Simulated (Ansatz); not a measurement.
Two shapes of singlet TiO₂.

Shape 1:

```xyz
3

Ti   -0.0424    0.0219   -0.3737
O    -0.0202    1.3567    0.5682
O    -0.0139   -1.3736    0.5339
```

Shape 2:

```xyz
3

Ti    0.0000    0.0000   -0.3888
O     0.0000    1.3256    0.5346
O     0.0000   -1.3256    0.5346
```

Basis set: def2-TZVP (spherical functions). Left uncorrelated: 7 orbitals. Charge 0, multiplicity 1.

Computed with Ansatz (development build ahead of 0.2.0); each method stands on the lowest determinant of its kind that the runs found.

Which shape is lower in energy, and by how much in each method?

| method | E(2) − E(1) (eV) |
| --- | --- |
| RHF | -0.074 |
| RHF-MP2 | 0.104 |

The methods disagree on the order. Caution: no unrestricted run beside it, a lower state can exist; other spin multiplicities were not run.
